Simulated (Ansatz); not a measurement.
Isomers of C5H10. Gas-phase values, no solvent. One relaxed conformer stands for each flexible species; it need not be the lowest. Strings in code marks are SMILES.

Quantity: electronic energy of isomers of C5H10 relative to `C1CCCC1`, in kJ/mol.

A: `CC1CCC1`
B: `C=CC(C)C` (C–C–C–C torsion 118°)
C: `CC1(C)CC1`
D: `C/C=C\CC` (C–C–C–C torsion 118°)
E: `CC=C(C)C`
F: `C/C=C/CC` (C–C–C–C torsion 119°)

### Question
Rank these by electronic energy of isomers of C5H10 relative to `C1CCCC1` (lowest first), as CAM-B3LYP/cc-pVTZ // PBE0-D3(BJ)/def2-TZVP (Ansatz, a program for electronic structure) gives it.

### Answer
E (37.52 kJ/mol), F (44.6 kJ/mol), D (50.4 kJ/mol), B (54.0 kJ/mol), C (70.2 kJ/mol), A (72.7 kJ/mol)
